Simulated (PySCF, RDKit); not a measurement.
Positional isomers: furan hydroxy. Isolated molecules, 0 K electronic values unless said otherwise. One relaxed conformer stands for each flexible species; it need not be the lowest. Strings in code marks are SMILES.

Quantity: electronic energy of isomers of C4H4O2 relative to `Oc1ccco1` (H–O–C–O torsion 180°), in kcal/mol. Force-field values (RDKit) are differences of steric energies, which aren't made for comparing isomers with other bonds.

Level 1: B3LYP-D3(BJ)/def2-TZVP // M06-2X/def2-TZVP (PySCF)
Level 2: M06-2X/def2-TZVP (PySCF)
Level 3: PBE-D3(BJ)/def2-TZVP // M06-2X/def2-TZVP (PySCF)
Level 4: MMFF94, relaxed from the DFT geometry (RDKit)

| species | level 1 | level 2 | level 3 | level 4 |
|---|---|---|---|---|
| `Oc1ccoc1` (H–O–C–C torsion 180°) | 3.74 | 4.58 | 3.70 | 10.5 |
